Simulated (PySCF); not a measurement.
How the method changes the constants of MnSe

State: ⁶Σ⁺ (sextet), unpaired electrons σ ↑, π ↑↑, δ ↑↑. Set-up: Mn x2c-TZVPPall, Se x2c-TZVPPall; spin-free X2C with a Gaussian nucleus (PySCF 2.14). De refers to Mn (3d5 4s2) + Se in their high-spin ground configurations, without counterpoise correction. The functionals are run spin-unrestricted. A positive dipole means Mn(−)Se(+).

```
       Level  Re (Å)  ωe (cm⁻¹)  De (eV)  μ (D)  CPU s a point (SCF and correlation, without the integrals)
        ROHF   2.306        332      n/a  -8.90                                                           3
    ROHF-MP2   2.214        350      n/a    n/a                                                         6.3
ROHF-SCS-MP2   2.235        340      n/a    n/a                                                         n/a
         PBE   2.171        375     3.56  -4.73                                                         3.1
        BLYP   2.192        362     3.19  -4.63                                                         3.8
        TPSS   2.168        378     3.57  -4.99                                                         6.5
      r²SCAN   2.169        378     3.31  -5.24                                                           6
       M06-L   2.184        373     2.96  -5.11                                                         5.3
        PBE0   2.188        368     2.77  -5.84                                                         7.7
         M06   2.194        370     2.18  -5.06                                                         7.4
       ωB97X   2.179        384     2.30  -6.44                                                          11
```

Question: What does a quarter of exact exchange do here, going from PBE to PBE0?

Answer: PBE0 less PBE: +1.7 pm in Re, -1.9 % in ωe, -0.79 eV in De. Exact exchange removes part of the self-interaction that spreads semilocal densities, and in most molecules shortens and stiffens the bond and lowers De; here Re and ωe go the other way.

Question: What does the step from GGA to meta-GGA do here, going from PBE to r²SCAN?

Answer: r²SCAN less PBE: -0.2 pm in Re, +0.8 % in ωe, -0.25 eV in De. 

Question: What does second-order correlation do here, going from ROHF to ROHF-MP2?

Answer: ROHF-MP2 less ROHF: -9.2 pm in Re, +5.4 % in ωe. Correlation nearly always deepens the well. The bond shortens, as in weak, metallic or heavy-atom bonds, where dispersion and the correlation of outer-core electrons pull the atoms together.

Correlated steps freeze 14 core orbitals. The metal atom is held in its measured ground configuration; semilocal functionals can put another filling of s and d lower by some tenths of an eV, and De to that atom would be smaller. Spin–orbit coupling is left out. UHF is strongly spin-contaminated for MnSe, so the ROHF reference used there is far from stable. The state is the lowest single determinant that the PBE0 search found; with open d or f shells the true ground state can be another one.

The whole job (state search and all levels along the bond) took about 13 min on 2 threads of Arm Neoverse V1 (shared host), peak memory 5.1 GiB.
